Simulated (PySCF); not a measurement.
CH5AlOSe, SMILES C[O][AlH][SeH]. Geometry: PBE-D3(BJ)/def2-SVP. One conformer was computed; it need not be the lowest.

Computed equilibrium geometry at PBE-D3(BJ)/def2-SVP (PySCF confirms it by a frequency run) as Cartesian coordinates in Å, and its point group (one conformer of several):
point group Cs.
```xyz
9

Al     1.0594     0.5420     0.0000
H      2.6436     0.4912     0.0000
O      0.3235     2.0848     0.0000
C     -0.9658     2.6344     0.0000
H     -1.7735     1.8646     0.0000
H     -1.1159     3.2770     0.8966
H     -1.1159     3.2770    -0.8966
Se    -0.2976    -1.3595     0.0000
H      0.9156    -2.2176     0.0000
```
